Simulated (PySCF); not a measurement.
```xyz
3
charge 0 multiplicity 5, angstrom
Pd    0.0000    0.0000    0.2129
N     0.0000    0.0000   -1.7400
H     0.0000    0.0000    1.8094
```

All numbers come from UPBE0/[Pd def2-TZVP with ECP28, N def2-TZVP, H def2-TZVP], scalar-relativistic core potentials, density fitting, no spin–orbit coupling, PySCF.

This geometry of HPdN is a stationary point at this level.

Problem. What is the point group?

Solution. C∞v.

Problem. Is it a minimum?

Solution. No: it has 2 imaginary modes (one degenerate set), at 306i cm⁻¹ (π).

Problem. List the harmonic modes with their infrared intensities.

Solution. 
| symmetry | ω (cm⁻¹) | IR (km/mol, summed over degenerate members) |
| --- | --- | --- |
| π | 306i | – |
| σ+ | 452 | 80.8 |
| σ+ | 1805 | 144 |

In C∞v the vibrations span π + 2σ+.

Only a few start shapes were tried, so a lower isomer may exist. With open d or f shells other occupations or spin states may lie lower. At this level a triplet minimum of Cs symmetry lies 123 kJ/mol below this structure.
